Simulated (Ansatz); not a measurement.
Z-matrix (Å, degrees):
```
W
S 1 2.348
C 1 3.051 2 144.8
O 1 1.862 2 108.6 3 -179.2
F 1 1.890 2 82.8 3 27.1
O 1 2.297 2 43.1 3 -135.7
C 1 2.996 2 123.3 3 165.7
O 1 1.856 2 161.7 3 -11.4
H 3 1.093 1 125.7 2 142.1
H 3 1.093 1 87.9 2 29.2
H 3 1.094 1 112.4 2 -81.1
C 6 1.431 1 123.1 2 -108.6
H 7 1.095 1 91.8 2 179.7
H 7 1.093 1 135.6 2 59.2
H 7 1.094 1 99.2 2 -70.8
H 12 1.091 6 108.2 1 153.4
H 12 1.089 6 106.1 1 -87.9
H 12 1.090 6 111.2 1 31.8
```

Charge 0, multiplicity 1. W: def2 effective core potential. The bonds changed during the relaxation, so this is another structure than the one it started from.

**Question.** List the B3LYP/def2-TZVPP orbital energies in eV (the Gaussian-basis code of Ansatz). (Best estimate.)

**Answer.** The calculation gave: Occupied: -2418.72, -670.43, -522.65, -521.14, -521.12, -278.61, -278.33, -278.16, -216.65, -161.32, -161.03, -160.99, -82.28, -45.79, -45.68, -44.69, -30.62, -29.44, -27.68, -27.55, -20.60, -18.77, -18.63, -17.87, -14.09, -13.79, -13.53, -13.35, -13.28, -12.95, -12.71, -12.63, -12.21, -11.57, -11.02, -10.86, -10.33, -10.22, -9.22, -8.99, -8.76, -8.45, -7.65, -7.04, -5.04. Lowest empty: -2.10, -1.56, -1.42, -0.77, 0.61, 0.79, 1.39, 1.81.

B3LYP here is the variant with VWN-RPA as its local correlation; programs differ in this.
